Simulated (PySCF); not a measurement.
Excitations are Tamm–Dancoff values on a coarser integration grid. The basis has no diffuse functions, so Rydberg states are missing or too high.

Cartesian coordinates (Å):
SMILES: [SiH](SC)=C
```xyz
10

C     -1.0690     0.5237    -1.3025
Si    -1.0110    -0.9042    -0.3861
S      0.3551    -1.3238     1.1480
C      1.3173     0.2152     1.1196
H     -1.8216     0.6342    -2.0751
H     -0.3926     1.3584    -1.1720
H     -1.9353    -2.0418    -0.5658
H      2.0794     0.1179     1.8914
H      0.6808     1.0701     1.3438
H      1.7969     0.3502     0.1511
```
Charge 0, multiplicity 1.

**Question.** Estimate the HOMO, dipole moment, T1 excitation (TDA), S1–T1 gap (TDA) and HOMO–LUMO gap that PBE0-D3(BJ)/def2-TZVP run with PySCF returns for this input.

**Answer.** 
```
Item                    Value
-------------------  --------
HOMO                 -6.12 eV
dipole moment          1.18 D
T1 excitation (TDA)   2.90 eV
S1–T1 gap (TDA)       1.84 eV
HOMO–LUMO gap         5.41 eV
```
